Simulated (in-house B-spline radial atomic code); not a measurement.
Configurations of La6+, with energies counted from [Kr] 4d10 5s2 (5p1/2)2 (5p3/2)1. Method: Dirac-Hartree-Fock, average of each configuration as written, Fermi nucleus of rms radius 4.855 fm. Calculated with a radial B-spline atomic code at the basis-set limit. Energies include first-order Breit, QED and recoil terms.

Occupations are held fixed; configurations that lie above the ionisation limit could autoionise.

| configuration | E - E(ref) (eV) | highest orbital | its <r> (bohr) |
| --- | --- | --- | --- |
| [Kr] 4d10 5s2 (5p1/2)1 (5p3/2)2 | 2.5608 | 5p3/2 | 1.652 |
| [Kr] 4d10 5s2 (5p1/2)2 (6f7/2)1 | 63.538 | 6f7/2 | 5.03 |
| [Kr] 4d10 5s2 (5p1/2)2 (7d5/2)1 | 65.12 | 7d5/2 | 5.944 |
| [Kr] 4d10 5s2 (5p3/2)2 9s1 | 78.794 | 9s1/2 | 9.507 |
| [Kr] (4d3/2)3 (4d5/2)6 5s2 (5p3/2)3 (5g9/2)1 | 165.77 | 5g9/2 | 3.754 |
| [Ar] (3d3/2)4 (3d5/2)5 4s2 4p6 4d10 5s2 (5p3/2)3 (7p1/2)1 | 898.22 | 7p1/2 | 4.942 |
| [Ar] (3d3/2)3 (3d5/2)6 4s2 4p6 4d10 5s2 (5p1/2)1 (5p3/2)2 (6d5/2)1 | 903.9 | 6d5/2 | 3.715 |

Question: Order these further configurations by energy, lowest first.
A. [Kr] 4d10 5s2 (5p3/2)3
B. [Kr] 4d10 5s2 (5p1/2)2 8s1
C. [Ar] 3d10 4s2 (4p1/2)1 (4p3/2)4 4d10 5s2 (5p3/2)3 (5g9/2)1
D. [Kr] 4d10 5s1 (5p3/2)3 (9f5/2)1
E. [Ar] 3d10 4s2 (4p1/2)1 (4p3/2)4 4d10 5s2 (5p1/2)2 (5p3/2)1 (6f5/2)1

Answer: A (6.2252 eV), B (66.893 eV), D (105.01 eV), E (281 eV), C (284.87 eV).

Question: How far above the reference does [Kr] 4d10 (4f7/2)1 5s1 (5p1/2)1 (5p3/2)2 lie?

Answer: 36.418 eV; its least bound orbital is 4f7/2 with <r> = 1.015 bohr.

Question: How far above the reference does [Ar] (3d3/2)4 (3d5/2)5 4s2 4p6 4d10 5s2 (5p1/2)1 (5p3/2)2 (8d3/2)1 lie?

Answer: 906.15 eV; its least bound orbital is 8d3/2 with <r> = 8.338 bohr.
